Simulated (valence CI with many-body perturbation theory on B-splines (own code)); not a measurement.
## How close is CI+MBPT for Sc VI?

Computed by configuration interaction combined with many-body perturbation theory (CI+MBPT): six valence electrons over a frozen Dirac-Fock core [Ne], radial functions for each j: 9 s, 9 p, 8 d, 6 f, 3 g, 1 h, with the one-electron correlation potential Σ1 (screened to all orders), the two-electron term Σ2, the three-electron term Σ3, Breit, model QED; selected single and double excitations, second order for the rest, scaled by the run's own slope (own B-spline code, finite nucleus).

Against 8 measured levels this calculation errs by 129 cm⁻¹ on average and by 326 at most. These come from a selection out of Sugar and Corliss, J. Phys. Chem. Ref. Data 9, 473 (1980). Levels without a partner in it may be off by more. Among the levels kept, up to 970 cm⁻¹ of a level comes from second order outside the variational space, and about a tenth of that is noise between levels of different J, which matters for small intervals. 1 measured level below the end of the list, from 288026 cm⁻¹ on, found no clear computed partner, and computed levels of the same name lie up to 2025 cm⁻¹ from them.

Measured levels: Sugar and Corliss, J. Phys. Chem. Ref. Data 9, 473 (1980). Pairs share parity and J, and are chosen by configuration, term and nearness in energy; levels without a clear partner are left out. Energies in cm⁻¹ above the measured ground level.

Names give the largest LS component (configuration and term), which can be under half, so a name can repeat, a term be missing and a line seem to break the LS rules; names also repeat where a configuration has a term twice.

```tsv
Computed label	Label in the source	Measured	Computed	Difference
3s2.3p4 3P_2	3s2 3p4 3P	0	0.0	0
3s2.3p4 3P_1	3s2 3p4 3P	3346.1	3348.5	+2
3s2.3p4 3P_0	3s2 3p4 3P	4457.1	4480.2	+23
3s2.3p4 1D_2	3s2 3p4 1D	21393	21541.3	+148
3s2.3p4 1S_0	3s2 3p4 1S	49224.6	49550.2	+326
3s.3p5 3P°_2	3s 3p5 3P°	175346.6	175166.1	-181
3s.3p5 3P°_1	3s 3p5 3P°	178202.1	178034.7	-167
3s.3p5 3P°_0	3s 3p5 3P°	179784.5	179613.4	-171
3s.3p5 1P°_1	3s 3p5 1P°	224470.4	224460.5	-10
```

Over 8 excited levels the mean absolute difference is 129 cm⁻¹, the median 158 and the largest 326. The comparison draws on a selection of the measured levels: 9 of the 35 computed ones have a partner in it, and others may be off by more.

These 1 measured levels below the end of the computed list are not counted above. Beside each stands the unpaired computed level of its name, or else the nearest of its J and parity; the gap is either an error of the method or a doubtful assignment.

| Label in the source | J | Measured | Unpaired level | Computed |
| --- | --- | --- | --- | --- |
| 3s2 3p3(2D°) 3d 1D° | 2 | 288026 | 3s2.3p3.3d 1D°_2 | 290051 |
